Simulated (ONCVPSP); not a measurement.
## LDA (Perdew-Wang 92) ONCV dataset for boron, scalar-relativistic all-electron reference.

Input for ONCVPSP 4.0.1:

```
# ATOM AND REFERENCE CONFIGURATION
# atsym  z   nc   nv     iexc    psfile
  B 5.00    1    2  -001012      upf
#
#   n    l    f
    1    0    2.00
    2    0    2.00
    2    1    1.00
#
# PSEUDOPOTENTIAL AND OPTIMIZATION
# lmax
    2
#
#   l,   rc,      ep,       ncon, nbas, qcut
    0    1.50    0.00    3    6    3.90
    1    3.95    0.00    4    9    3.70
    2    3.15    0.11    4    7    2.80
#
# LOCAL POTENTIAL
# lloc, lpopt,  rc(5),   dvloc0
    0    5    1.50    0.00
#
# VANDERBILT-KLEINMAN-BYLANDER PROJECTORs
# l, nproj, debl
    0    0    3.10
    1    2    2.30
    2    2    3.90
#
# MODEL CORE CHARGE
# icmod, fcfact, rcfact
    3    6.00    1.60
#
# LOG DERIVATIVE ANALYSIS
# epsh1, epsh2, depsh
   -2.00    5.00    0.02
#
# OUTPUT GRID
# rlmax, drl
    6.00    0.01
#
# TEST CONFIGURATIONS
# ncnf
    4
# nvcnf
#   n    l    f
    2
    2    0    2.00
    2    1    0.00
#
    2
    2    0    1.00
    2    1    0.00
#
    2
    2    0    2.00
    2    1    0.50
#
    2
    2    0    1.00
    2    1    1.00
#
```

Command:

```bash
oncvpsp.x < B.dat > B.out
```

Resulting log (shortened: citation, most of the input echo, consistency checks and plot data are left out):

```
ONCVPSP  (Optimized Norm-Conservinng Vanderbilt PSeudopotential)
scalar-relativistic version 4.0.1

#   n    l    f        energy (Ha)
    1    0    2.00    -6.5660007E+00
    2    0    2.00    -3.4484330E-01
    2    1    1.00    -1.3653230E-01

Reference configufation results
  iterations    21
  all-electron total energy (Ha)   -2.43506168D+01

Begin loop to  construct optimized pseudo wave functions
and semi-local pseudopoentials for all angular momenta

Calculating optimized projector #   1

 for l=   0

    Fraction of norm inside rc  0.336959
    Optimizing pswf for qcut=   3.89 a_B^-1,  ecut=   7.58 Ha
    Residual kinetic energy error=  1.96D-03 Ha

    Energy error per electron        Cutoff
         Ha          eV             Ha
         0.01000     0.27211        4.21
         0.00100     0.02721        9.92
         0.00010     0.00272       38.56
         0.00001     0.00027       77.53

   Wellstate for l =  1  n =  6
     eigenvalue =   2.1635
     asymptotic potential =   2.6635
     half-point radius =  6.4329

Calculating optimized projector #   1

 for l=   1

    Fraction of norm inside rc  0.901784
    Optimizing pswf for qcut=   3.70 a_B^-1,  ecut=   6.86 Ha
    Residual kinetic energy error=  1.38D-07 Ha

    Energy error per electron        Cutoff
         Ha          eV             Ha
         0.01000     0.27211        3.07
         0.00100     0.02721        4.15
         0.00010     0.00272        4.99
         0.00001     0.00027        5.71

Calculating optimized projector #   2

 for l=   1

    Fraction of norm inside rc  0.302077
    Optimizing pswf for qcut=   3.70 a_B^-1,  ecut=   6.86 Ha
    Residual kinetic energy error=  2.49D-04 Ha

    Energy error per electron        Cutoff
         Ha          eV             Ha
         0.01000     0.27211        5.39
         0.00100     0.02721        6.68
         0.00010     0.00272       11.16
         0.00001     0.00027       23.49

   Wellstate for l =  2  n =  3
     eigenvalue =   0.1100
     asymptotic potential =   0.6100
     half-point radius = 13.1129

   Wellstate for l =  2  n =  7
     eigenvalue =   4.0100
     asymptotic potential =   4.5100
     half-point radius =  5.2743

Calculating optimized projector #   1

 for l=   2

    Fraction of norm inside rc  0.048739
    Optimizing pswf for qcut=   2.79 a_B^-1,  ecut=   3.91 Ha
    Residual kinetic energy error=  1.73D-05 Ha

    Energy error per electron        Cutoff
         Ha          eV             Ha
         0.01000     0.27211        0.47
         0.00100     0.02721        1.41
         0.00010     0.00272        2.80
         0.00001     0.00027        4.39

Calculating optimized projector #   2

 for l=   2

    Fraction of norm inside rc  0.201285
    Optimizing pswf for qcut=   2.79 a_B^-1,  ecut=   3.91 Ha
    Residual kinetic energy error=  4.77D-01 Ha

    Energy error per electron        Cutoff
         Ha          eV             Ha
         0.01000     0.27211       22.92
         0.00100     0.02721       28.85
         0.00010     0.00272       41.51
         0.00001     0.00027       68.67

Construct Vanderbilt / Kleinmman-Bylander projectors

B matrix Hermiticity error, ll=   1
   1   2   -2.1950E-05

  Orthonormal projector coefficients  1.4153E+00 -5.9726E-01

B matrix Hermiticity error, ll=   2
   1   2    9.7456E-06

  Orthonormal projector coefficients  1.1565E+01 -2.0111E+00

Model core correction analysis
  based on d2Exc/dn_idn_j

d2excae - all-electron derivatives

   -4.712000D-02   -4.043489D-02
   -4.043868D-02   -3.804782D-02

d2excps - pseudofunction derivatives with no core correction

   -4.990714D-02   -4.173684D-02
   -4.173971D-02   -3.959086D-02

rms 2nd derivative error    1.839627E-03

rmatch, rhocmatch    0.7616    0.7949

Teter function model core charge with specified parameters

d2excps - pseudofunction derivatives with core correction

   -4.466618D-02   -3.927716D-02
   -3.927729D-02   -3.829377D-02

rms 2nd derivative error    1.480783E-03

Pseudoatom total energy   -2.570445

Diagnostic tests using Vanderbilt-Kleinman-Bylander pseudopotentials
  1 or more projectors used as specified by nproj input data

   l    rcore       rmatch      e in        delta e   norm test  slope test

   0   1.5062212   1.5519534  -0.3448433   0.0000172   1.0000209   1.0014318

   1   3.9697361   4.0902659  -0.1365323  -0.0000001   0.9999792   0.9999802
run_diag: lschvkbbe ERROR   2   4   1  60  2.16346770E+00  2.42981447E+00
   1   3.9697361   4.0902659   2.1634677   0.2663468   0.9989669   5.7812605

   2   3.1625571   3.2585792   0.1100000   0.0000006   1.0000086   1.0000086
run_diag: lschvkbbe ERROR   2   5   2  60  4.01000001E+00  3.55900001E+00
   2   3.1625571   3.2585792   4.0100000  -0.4510000   0.8163812   0.5506742

 Testing for bound ghosts
   n   l    E NL Schr. Eq   E Basis Diag.   E Cutoff

   2   1       -0.136532       -0.136332     25.11

 Testing for highly-localized positive-energy ghosts
       l    <radius>/rc     E Basis Diag.   E Cutoff

       1        0.794197        2.463137     25.11  WARNING - GHOST(+)

       2        0.448902        4.019972     25.49  WARNING - GHOST(+)

       2        0.521930       27.843350     25.49  WARNING - GHOST(+)

Test configuration 0

   n   l     f        eae           eps        diff
   1   0  2.0000   -6.56600070
   2   0  2.0000   -0.34484330   -0.34482611    1.72D-05
   2   1  1.0000   -0.13653230   -0.13653236   -6.73D-08

    Total energies and differences
      AE_ref= -2.43506168D+01  AE_tst= -2.43506168D+01  dif=  0.00D+00
      PS_ref= -2.57044503D+00  PS_tst= -2.57044503D+00  dif= -1.78D-15
      PSP excitation error=  1.78D-15

Test configuration 1

   n   l     f        eae           eps        diff
   1   0  2.0000   -7.04581955
   2   0  2.0000   -0.71333637   -0.69993042    1.34D-02

    Total energies and differences
      AE_ref= -2.43506168D+01  AE_tst= -2.40448129D+01  dif=  3.06D-01
      PS_ref= -2.57044503D+00  PS_tst= -2.27344637D+00  dif=  2.97D-01
      PSP excitation error=  8.81D-03

Test configuration 2

   n   l     f        eae           eps        diff
   1   0  2.0000   -7.68536116
   2   0  1.0000   -1.15148323   -1.13643171    1.51D-02

    Total energies and differences
      AE_ref= -2.43506168D+01  AE_tst= -2.31151283D+01  dif=  1.24D+00
      PS_ref= -2.57044503D+00  PS_tst= -1.35854149D+00  dif=  1.21D+00
      PSP excitation error=  2.36D-02

Test configuration 3

   n   l     f        eae           eps        diff
   1   0  2.0000   -6.78118468
   2   0  2.0000   -0.51641746   -0.51564700    7.70D-04
   2   1  0.5000   -0.30098290   -0.29507651    5.91D-03

    Total energies and differences
      AE_ref= -2.43506168D+01  AE_tst= -2.42425643D+01  dif=  1.08D-01
      PS_ref= -2.57044503D+00  PS_tst= -2.46323974D+00  dif=  1.07D-01
      PSP excitation error=  8.47D-04

Test configuration 4

   n   l     f        eae           eps        diff
   1   0  2.0000   -7.05521992
   2   0  1.0000   -0.71625183   -0.73798349   -2.17D-02
   2   1  1.0000   -0.49738518   -0.49616625    1.22D-03

    Total energies and differences
      AE_ref= -2.43506168D+01  AE_tst= -2.38259608D+01  dif=  5.25D-01
      PS_ref= -2.57044503D+00  PS_tst= -2.03535492D+00  dif=  5.35D-01
      PSP excitation error= -1.04D-02
```

The run took about 2.7 s on one core of a shared server CPU.
